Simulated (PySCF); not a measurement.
Ge(F)3(SiH3) (F3GeH3Si), SMILES [F][Ge]([F])([F])[SiH3].

The structure is a stationary point at B3LYP-D3(BJ)/def2-SVP. The structure was generated by enumeration, and PubChem lists no compound with its InChIKey, so it may never have been made.

Computed with r2SCAN/def2-TZVP (PySCF).

Problem. Estimate the frontier levels, gap, dipole moment and polarisability. (An estimate is asked for; the answer gives what the named calculation found.)

Solution. 
The highest occupied level is -8.72 eV and the lowest empty level comes out as -1.47 eV. The orbital gap is 7.25 eV, the dipole moment is 4.07 D and the quadrupole, principal values (traceless, Buckingham form, about the centre of nuclear charge) comes out as -2.68, -2.68, 5.36 D·Å. The mean static polarisability is 54.7 bohr³ (8.11 Å³) and the polarisability, principal values comes out as 49.9, 49.9, 64.4 bohr³.
